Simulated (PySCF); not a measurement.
SiHClBr2, SMILES Br[SiH](Cl)Br.

Geometry: PBE0-D3(BJ)/def2-SVP.

Computed with PBE0-D3(BJ)/def2-SVP (PySCF 2.14.0).

Frequencies are harmonic and unscaled.

```json
[
 {"mode": "1", "ν (cm⁻¹)": "115", "IR (km/mol)": "0.7", "Raman (Å⁴/amu)": "3.0", "depolarisation": "0.71", "moving atoms (share of kinetic energy)": "Br 75 %, Cl 13 %, Si 11 %"},
 {"mode": "2", "ν (cm⁻¹)": "138", "IR (km/mol)": "1.4", "Raman (Å⁴/amu)": "2.9", "depolarisation": "0.75", "moving atoms (share of kinetic energy)": "Cl 59 %, Br 37 %"},
 {"mode": "3", "ν (cm⁻¹)": "197", "IR (km/mol)": "3.5", "Raman (Å⁴/amu)": "4.3", "depolarisation": "0.44", "moving atoms (share of kinetic energy)": "Cl 38 %, Br 31 %, Si 30 %"},
 {"mode": "4", "ν (cm⁻¹)": "393", "IR (km/mol)": "24.9", "Raman (Å⁴/amu)": "9.9", "depolarisation": "0.02", "moving atoms (share of kinetic energy)": "Si 61 %, Br 28 %, Cl 8 %"},
 {"mode": "5", "ν (cm⁻¹)": "492", "IR (km/mol)": "119.5", "Raman (Å⁴/amu)": "3.2", "depolarisation": "0.75", "moving atoms (share of kinetic energy)": "Si 75 %, Br 20 %"},
 {"mode": "6", "ν (cm⁻¹)": "587", "IR (km/mol)": "114.1", "Raman (Å⁴/amu)": "4.5", "depolarisation": "0.50", "moving atoms (share of kinetic energy)": "Si 57 %, Cl 38 %"},
 {"mode": "7", "ν (cm⁻¹)": "774", "IR (km/mol)": "166.3", "Raman (Å⁴/amu)": "10.7", "depolarisation": "0.75", "moving atoms (share of kinetic energy)": "H 93 %"},
 {"mode": "8", "ν (cm⁻¹)": "793", "IR (km/mol)": "130.9", "Raman (Å⁴/amu)": "10.2", "depolarisation": "0.73", "moving atoms (share of kinetic energy)": "H 92 %"},
 {"mode": "9", "ν (cm⁻¹)": "2307", "IR (km/mol)": "59.0", "Raman (Å⁴/amu)": "162.8", "depolarisation": "0.19", "moving atoms (share of kinetic energy)": "H 97 %"}
]
```
